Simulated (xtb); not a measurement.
xtb input (GFN2-xTB):

```bash
xtb mol.xyz --gfn 2 --ohess tight --chrg 0 --uhf 0
```
mol.xyz:
```
4

B     -0.03783741     0.02606217    -0.03298283
Br     1.70021059    -1.00236474     0.21938871
Br    -1.57234339    -0.96613440    -0.75235902
Br    -0.17769272     1.91857907     0.59083397
```

End of the output:

```
         :::::::::::::::::::::::::::::::::::::::::::::::::::::
         ::                  THERMODYNAMIC                  ::
         :::::::::::::::::::::::::::::::::::::::::::::::::::::
         :: total free energy         -13.596710755106 Eh   ::
         ::.................................................::
         :: total energy              -13.570442135311 Eh   ::
         :: zero point energy           0.005398317010 Eh   ::
         :: G(RRHO) w/o ZPVE           -0.031666936806 Eh   ::
         :: G(RRHO) contrib.           -0.026268619796 Eh   ::
         :::::::::::::::::::::::::::::::::::::::::::::::::::::

optimized geometry written to: xtbopt.xyz

           -------------------------------------------------
          | TOTAL ENERGY              -13.570442135311 Eh   |
          | TOTAL ENTHALPY            -13.558903841886 Eh   |
          | TOTAL FREE ENERGY         -13.596710755106 Eh   |
          | GRADIENT NORM               0.003811433100 Eh/α |
          | HOMO-LUMO GAP               3.842625653124 eV   |
           -------------------------------------------------
########################################################################
[WARNING] Runtime exception occurred
-1- hessian_numhess: Hessian on incompletely optimized geometry!
########################################################################

------------------------------------------------------------------------
------------------------------------------------------------------------
 total:
 SCF:
 ANC optimizer:
 analytical hessian:
```
